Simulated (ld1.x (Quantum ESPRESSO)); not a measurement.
## u(r) = r·R(r): atom against pseudo-atom (titanium)

Columns: radius, all-electron u(r) and pseudo u(r) of the 3d shell (level -5.55 eV) of titanium in the configuration [Ne] 3s2 3p6 3d2 4s1 4p1; PW91, scalar-relativistic, TM scheme, ld1.x (Quantum ESPRESSO) 7.5.

```tsv
r (bohr)	all-electron	pseudo
0.108	0.0381	0.0065
0.215	0.1639	0.0484
0.322	0.3227	0.1458
0.430	0.4725	0.2966
0.538	0.5931	0.4738
0.645	0.6806	0.6384
0.752	0.7377	0.7614
0.860	0.7686	0.8299
0.968	0.7786	0.8471
1.075	0.7732	0.8290
1.182	0.7572	0.7930
1.290	0.7337	0.7515
1.398	0.7056	0.7119
1.505	0.6749	0.6762
1.612	0.6428	0.6429
1.720	0.6099	0.6099
1.828	0.5773	0.5773
1.935	0.5457	0.5457
2.042	0.5152	0.5152
2.150	0.4856	0.4856
2.258	0.4574	0.4574
2.365	0.4309	0.4309
2.472	0.4059	0.4059
2.580	0.3820	0.3820
2.688	0.3595	0.3595
2.795	0.3384	0.3384
```

Question: How many radial nodes do the two functions have?

Answer: The all-electron 3d function has n − l − 1 = 0; the pseudo-wave has 0.

Question: At about which radius was the pseudo-wave matched?

Answer: 1.75 bohr. The columns agree to 0.0005 from 1.61 bohr on; several derivatives are matched, so the curves merge somewhat inside the radius.

Question: Where does each function peak?

Answer: Outermost all-electron maximum near 0.97 bohr, pseudo maximum near 0.97 bohr (to the table’s step).

Question: Is the pseudo-wave norm-conserving?

Answer: Yes: the TM scheme keeps the norm inside the radius equal to the all-electron one, which fixes the energy derivative of the logarithmic derivative at the level.
